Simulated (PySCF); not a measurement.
Compound: cyclo-(H2SiS)3.
Bonds: Si1–S4, Si1–S12, S4–Si5, Si5–S8, S8–Si9, Si9–S12. Hydrogens: H2, H3 on Si1; H6, H7 on Si5; H10, H11 on Si9.

Method used: PBE0-D3(BJ)/def2-SVP geometry optimisation, gas phase in PySCF 2.14.0.

What internal coordinates does the optimisation give?

```json
{"bond": "Si1–H2 and 5 like bonds", "length (Å)": "1.488"}
{"bond": "Si1–S4 and 5 like bonds", "length (Å)": "2.153"}
```

Bonds in one row agree within 0.01 Å and their mean is given. A selection of angles:
```json
{"angle": "H2–Si1–H3", "degrees": "111.2"}
{"angle": "H2–Si1–S4", "degrees": "109.6"}
{"angle": "H2–Si1–S12", "degrees": "111.4"}
{"angle": "H3–Si1–S4", "degrees": "107.1"}
{"angle": "S4–Si1–S12", "degrees": "110.8"}
{"angle": "Si1–S4–Si5", "degrees": "99.1"}
{"angle": "S4–Si5–H7", "degrees": "105.1"}
{"angle": "H6–Si5–H7", "degrees": "110.4"}
{"angle": "Si1–S12–Si9", "degrees": "98.1"}
```

Dihedral angles: S12–Si1–S4–Si5 84° (synclinal); S4–Si1–S12–Si9 -42° (synclinal); Si1–S4–Si5–S8 -36° (synclinal); S4–Si5–S8–Si9 -33° (synclinal); Si5–S8–Si9–S12 81° (synclinal); S8–Si9–S12–Si1 -40° (synclinal).

S4 (sulfur bonded to 2 Si) is bent (angle 99.1°). Si1 (silicon bonded to 2 S and 2 H) is tetrahedral (angles from 106.5° to 111.4°).

Not checked by PBE0-D3(BJ)/def2-SVP frequencies. The numbers are those of one conformer.
